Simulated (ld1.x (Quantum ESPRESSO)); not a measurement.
Values are calculated unless marked as measured or tabulated.
**Pseudopotentials across the periodic table**

Generated with ld1.x 7.5 (TM, RRKJ, ultrasoft, PAW), atompaw 4.2 or ONCVPSP 4.0.1. The cutoff is in Ry: for ld1.x and atompaw files where the sum of valence levels is converged to 10 mRy in a Bessel basis, for ONCV files where the hardest occupied wave has 1 mHa per electron of residual kinetic energy. The error is the largest all-electron minus pseudo excitation energy over each file’s own four to seven test configurations (ionisations up to +4, promotions, holes and added fractions of an electron), all of which were solved. The labels leave out finer settings (local radius, basis sizes, second energies), which also bear on the numbers. Spin-polarised tests are not counted. The rows are a selection from randomly drawn settings: files with unsolved tests, undetermined cutoffs or missed reference levels are left out.

| element | potential | cutoff (Ry) | largest error (meV) | bound ghosts |
| --- | --- | --- | --- | --- |
| Si | ultrasoft, PBEsol, scalar-relativistic, rc 1.80/2.10 (sp), local smoothed, core correction yes, reference 3s1 3p3 | 10 | +5.9 | none |
| Ti | TM, PBE, scalar-relativistic, rc 2.65/3.25/2.35 (spd), local smoothed, core correction yes, reference 3d2 4s2 4p0 | 40 | -260 | none |
| Fe | TM semilocal, LDA (PZ), scalar-relativistic, rc 2.55/0.85/1.75 (spd), local s, core correction yes, reference 3p6 3d6 4s2 4p0 | 140 | -79 | none |
| Ga | RRKJ, PBE, scalar-relativistic, rc 1.55/2.45 (sp), local s, core correction yes, reference 4s2 4p1 | 25 | -171 | none |
| In | TM, LDA (PZ), fully relativistic, rc 1.75/2.75/2.90 (spd), local smoothed, core correction no, reference 5s1.5 5p1.5 | 21 | +148 | none |
| Er | TM, BLYP, scalar-relativistic, rc 2.40/3.85/2.05 (spd), local s, core correction yes, reference 5d1 6s2 6p0 | 18 | -54 | none |

(1) Fill in the row for Tm: TM, PBEsol, scalar-relativistic, rc 2.75/4.20/2.55 (spd), local p, core correction yes, reference 5d1 6s2 6p0.

(2) Fill in the row for F: PAW, LDA (PZ), scalar-relativistic, rc 0.70/1.05 (sp), local smoothed, core correction yes, reference 2s2 2p4.

## Answers

(1) cutoff 18 Ry, largest error -102 meV, bound ghosts: none.

(2) cutoff 70 Ry, largest error -29 meV, bound ghosts: none.
